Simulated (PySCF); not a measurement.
Simulated Si 2p region for `CC(=O)[SiH3]`, binding energy against the vacuum level.

Every computed line was given a Gaussian of 0.6 eV full width at half maximum and an area set by the number of equivalent atoms (split 2:1 within a doublet); the highest printed point is 100. Computed with delta-SCF UKS SCAN, pcX-2 on the ionised atom, pcseg-1 elsewhere, spin-free X2C (PySCF 2.14.0).

binding energy (eV), intensity and a bar:
```
    106.1          0 
    106.2          1 
    106.3          2 #
    106.4          6 ##
    106.5         15 ####
    106.6         29 #########
    106.7         49 ###############
    106.8         72 ######################
    106.9         92 ###########################
    107.0        100 ##############################
    107.1         96 #############################
    107.2         84 #########################
    107.3         70 #####################
    107.4         62 ##################
    107.5         58 #################
    107.6         55 ################
    107.7         49 ###############
    107.8         39 ############
    107.9         27 ########
    108.0         16 #####
    108.1          8 ##
    108.2          4 #
    108.3          1 
    108.4          0 
    108.5          0
```

**Question.** How many maxima does the curve show, and how many computed lines lie under it?

**Answer.** The curve has 1 maximum (at 107.0 eV). Under it lie 2 lines from 1 inequivalent silicon site, drawn as a 2p3/2, 2p1/2 pair. At this width some lines have no maximum of their own.

**Question.** Decompose the envelope and assign each component. Numbering: `[CH3:1][C:2](=[O:3])[SiH3:4]`.

**Answer.** 
| position (eV) | relative area | line | atoms | environment |
| --- | --- | --- | --- | --- |
| 107.00 | 0.67 | Si 2p3/2 | Si4 | SiH3 silicon |
| 107.62 | 0.33 | Si 2p1/2 | Si4 | SiH3 silicon |

No satellites, vibrations or lifetime broadening are included. The 2p values add to the ΔSCF energy of one spin-free hole a correction within the shell (spin–orbit coupling, ligand field). 2p1/2 minus 2p3/2 (ligand field included): Si 0.62 eV. Geometry: PBE0-D3(BJ)/def2-SVP; no solvent, vibrations or thermal averaging.

On one thread of an Intel Xeon at 2.50 GHz (shared host), this took 55 s wall and 0.42 GiB of memory at its peak.
